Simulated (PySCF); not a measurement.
Job file and geometry (Å, from GFN2-xTB) of an NMR shielding run on SMILES C[C@H]([SiH3])[SiH2]C[SiH3], C3H14Si3, GIAO PBE0/pcSseg-1 NMR shielding, non-relativistic, gas phase (PySCF); density fitting, a coarse starting grid and PySCF grid level 2 are the driver's defaults:

```
$ OMP_NUM_THREADS=1 python probes_run.py task.json out

{"job": {"kind": "nmr", "xc": "PBE0", "basis": "pcSseg-1"}, "charge": 0, "multiplicity": 1}
C     -2.341051     1.280470     0.366284
C     -1.292090     0.588003    -0.503856
Si    -1.975053    -1.049538    -1.194779
Si     0.347334     0.404686     0.455470
C      1.671928    -0.423246    -0.620183
Si     3.403481    -0.481743     0.147213
H     -3.267214     1.442759    -0.184075
H     -1.982486     2.247735     0.715818
H     -2.573954     0.676795     1.241008
H     -1.094984     1.240844    -1.361781
H     -2.250880    -1.975625    -0.093568
H     -3.223558    -0.789455    -1.920497
H     -1.018078    -1.655523    -2.123353
H      0.801853     1.745601     0.858953
H      0.119049    -0.392857     1.668929
H      1.729331     0.092653    -1.578917
H      1.355583    -1.441343    -0.846580
H      3.886161     0.877323     0.399716
H      4.328611    -1.148275    -0.776799
H      3.370869    -1.228585     1.405949
```

Task: What does the program print?

Result: 
```
coarse grid: 16816 points
cycle   1  E = -990.5653181809  dE =  3.646e-03  |g| = 4.472e-01  |ddm| = 3.815e+00
cycle   2  E = -990.5407097868  dE =  2.461e-02  |g| = 5.311e-01  |ddm| = 8.408e-01
cycle   3  E = -990.6157249598  dE = -7.502e-02  |g| = 4.396e-02  |ddm| = 5.265e-01
cycle   4  E = -990.6161862926  dE = -4.613e-04  |g| = 1.882e-02  |ddm| = 6.762e-02
cycle   5  E = -990.6162698711  dE = -8.358e-05  |g| = 5.268e-03  |ddm| = 2.085e-02
cycle   6  E = -990.6162765165  dE = -6.645e-06  |g| = 1.041e-03  |ddm| = 5.404e-03
final grid: 144616 points
cycle   7  E = -990.6500591375  dE = -2.258e-05  |g| = 7.013e-03  |ddm| = 2.112e-02
cycle   8  E = -990.6500511056  dE =  8.032e-06  |g| = 8.827e-03  |ddm| = 1.410e-02
cycle   9  E = -990.6500717963  dE = -2.069e-05  |g| = 4.769e-04  |ddm| = 8.147e-03
cycle  10  E = -990.6500718374  dE = -4.110e-08  |g| = 1.720e-04  |ddm| = 5.323e-04
cycle  11  E = -990.6500718445  dE = -7.042e-09  |g| = 3.263e-05  |ddm| = 1.496e-04
cycle  12  E = -990.6500718447  dE = -2.112e-10  |g| = 1.230e-05  |ddm| = 4.294e-05
converged SCF energy = -990.6500718447

GIAO shielding tensors (ppm)
atom      isotropic    diamagn.    paramagn.     s11        s22        s33       span
  0 C      171.792     246.142     -74.350    160.403    165.010    189.963     29.560
  1 C      184.762     256.894     -72.132    171.534    185.019    197.733     26.199
  2 Si     415.142     881.360    -466.217    377.153    394.494    473.780     96.627
  3 Si     379.280     883.226    -503.946    333.417    367.271    437.152    103.735
  4 C      197.788     260.264     -62.476    194.831    196.429    202.105      7.274
  5 Si     424.219     878.821    -454.602    398.408    402.969    471.280     72.872
  6 H       30.272      28.906       1.366     24.896     27.992     37.929     13.033
  7 H       30.267      29.807       0.460     24.902     28.322     37.578     12.676
  8 H       30.776      30.358       0.418     26.769     28.597     36.962     10.193
  9 H       31.446      34.230      -2.784     27.154     29.508     37.674     10.520
 10 H       28.012      30.384      -2.371     24.904     26.231     32.901      7.997
 11 H       27.803      29.986      -2.182     24.315     25.456     33.639      9.325
 12 H       27.689      30.879      -3.191     23.300     27.417     32.349      9.049
 13 H       27.452      32.178      -4.726     23.226     27.059     32.070      8.843
 14 H       27.689      32.324      -4.635     24.118     27.153     31.797      7.680
 15 H       31.978      33.846      -1.868     26.184     30.927     38.822     12.638
 16 H       31.800      34.463      -2.663     25.506     31.197     38.697     13.191
 17 H       27.831      28.355      -0.524     24.185     26.241     33.067      8.881
 18 H       27.567      27.641      -0.074     23.768     25.300     33.634      9.865
 19 H       27.852      28.399      -0.547     24.228     26.320     33.010      8.783
```

Task: Turn these shieldings into chemical shifts. δ = σ(ref) − σ, references computed at the same level: ¹³C (σref 186.93) and ²⁹Si (σref 349.16) and ¹H (σref 31.72) against TMS.

Result: Averaging equivalent atoms: C 0: 15.1; C 1: 2.2; C 4: -10.9; Si 3: -30.1; Si 2: -66.0; Si 5: -75.1; H 13: 4.27; H 14: 4.03; H 17/18/19: 3.97; H 10/11/12: 3.88; H 6/7/8: 1.28; H 9: 0.27; H 16: -0.08; H 15: -0.26 ppm. 

Size and cost of the density-fitted run: 193 basis functions, 57 s wall time on 1 thread of an Arm Neoverse N1, shared host; peak memory 0.86 GiB.
